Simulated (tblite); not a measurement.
C7H7Cl.
Numbering: `[CH3:1][c:2]1[cH:3][cH:4][c:5]([Cl:6])[cH:7][cH:8]1` (hydrogens: H9, H10, H11 on C1; H12 on C3; H13 on C4; H14 on C7; H15 on C8)

A start from a force field or distance geometry was refined with GFN2-xTB geometry optimisation, gas phase (tblite 0.8.0). Values at the start:

| coordinate | start |
| --- | --- |
| C1–C2 | 1.488 Å |
| C1–H9 | 1.098 Å |
| C2–C3 | 1.417 Å |
| C3–C4 | 1.388 Å |
| C3–H12 | 1.093 Å |
| C4–C5 | 1.383 Å |
| C4–H13 | 1.091 Å |
| C5–Cl6 | 1.717 Å |
| C1–C2–C3 | 120.3° |
| C2–C3–C4 | 120.1° |
| C3–C2–C8 | 118.5° |
| C3–C4–C5 | 120.5° |
| C4–C5–Cl6 | 120.1° |
| C4–C5–C7 | 120.4° |

**Question.** How do these coordinates change at the GFN2-xTB level?

**Answer.** 
| coordinate | GFN2-xTB (Å or °) | change |
| --- | --- | --- |
| C2–C3 | 1.390 | -0.027 |
| C5–Cl6 | 1.732 | +0.015 |
| C3–H12 | 1.080 | -0.013 |
| C4–H13 | 1.079 | -0.012 |
| C1–H9 | 1.087 | -0.011 |
| C1–C2 | 1.498 | +0.010 |
| C3–C4 | 1.383 | -0.005 |
| C4–C5 | 1.385 | +0.002 |
| C3–C4–C5 | 119.3 | -1.2 |
| C2–C3–C4 | 121.2 | +1.1 |
| C4–C5–Cl6 | 119.7 | -0.4 |
| C1–C2–C3 | 120.7 | +0.4 |
| C4–C5–C7 | 120.7 | +0.3 |
| C3–C2–C8 | 118.5 | 0.0 |

The energy falls by 0.055 eV over 13 L-BFGS steps, the largest force on an atom goes from 1.10 to 0.009 eV/Å, and the atoms move by 0.018 Å rms after alignment. The bond that changes most is C2–C3 (substituted aromatic carbon to aromatic CH carbon), which shortens by 0.027 Å. Bonds longer at the end by more than 0.005 Å: 2 of 15; shorter: 10. Rotational constants go from 5484, 977.9, 834.3 to 5586, 979.1, 837.4 MHz.

GFN2-xTB frequencies show an imaginary mode (44i cm⁻¹), so the point is no minimum at that level.

These are computed values.
